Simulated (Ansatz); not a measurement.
(1) Predict a relaxed structure of SnBr₂⁺, charge 1, doublet, at B3LYP-D4/def2-TZVP (Ansatz).

## Answers

(1) 
Cartesian coordinates in Å:
```
Sn -0.432 0.044 1.368
Br -0.617 1.182 -0.986
Br 1.049 -1.226 -0.383
```
Point group C2v (tolerance 0.1 Å). This is one stationary point.

In the def2 sets Sn takes a core potential; there is no spin–orbit coupling. In the doublet, Br2 and Br3 lie 2.99 Å apart (atoms count from 1), so these atoms are partly bonded to each other. The structure comes from a short search, and lower isomers may exist.
